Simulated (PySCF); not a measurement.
## Spinor energies of Cr³⁺ (chromium, charge +3)

Start: [Ar] 3d3; 3d3/2 filled at m_j = -1/2, +1/2, +3/2. Calculated with PySCF 2.14 in x2c-SVPall-2c (5s5p3d1f, 42 functions): generalised Hartree-Fock with the X2C-1e Hamiltonian and a Gaussian nucleus; one run each with spin-orbit coupling (SO) switched off, then screened by Boettger's factors.

```tsv
spinor shell	electrons	ε, spin-free (eV)	ε, screened SO (eV)	weight of nominal j (screened SO)	rms radius, screened SO (bohr)
1s1/2	2	-6084.4	-6084.3	1.000	0.0735
2s1/2	2	-767.64	-767.63	1.000	0.316
2p1/2	2	-649.20	-655.63	0.984	0.286
3s1/2	2	-132.61	-132.61	1.000	0.959
3p1/2	2	-96.991	-99.045	0.655	1.03
3p3/2	4	-96.991	-95.962	0.827	1.03
3d3/2	3	-50.962	-50.976	0.612	1.20
```

**Question.** Where does 2p3/2 lie, and what is the 2p spin-orbit splitting (screened SO)?

**Answer.** At -646.00 eV, 9.628 eV above 2p1/2.

| quantity | spin-free | screened SO |
| --- | --- | --- |
| E (hartree) | -1047.61434 | -1047.62444 |
| M_J | 3/2 | 3/2 |
| ⟨J²⟩ | 6.754 | 6.668 |
| ⟨L²⟩ | 12.004 | 12.002 |
| ⟨S²⟩ | 3.750 | 3.749 |

The determinant has a definite M_J but mixes levels of different J.

Each row is a mean over spinors that exchange with the open shell spreads, by up to 10.884 eV (3p1/2).

Rows whose weight is well below 1 are mixtures of j = l ± 1/2: exchange outweighs spin-orbit coupling there, and the label is only the starting occupation.

Without spin-orbit coupling the j labels of p, d and f shells carry no meaning; the spin-free column gives the mean over the occupied spinors of each nl shell, and its ⟨J²⟩ belongs to a mixture of degenerate components.
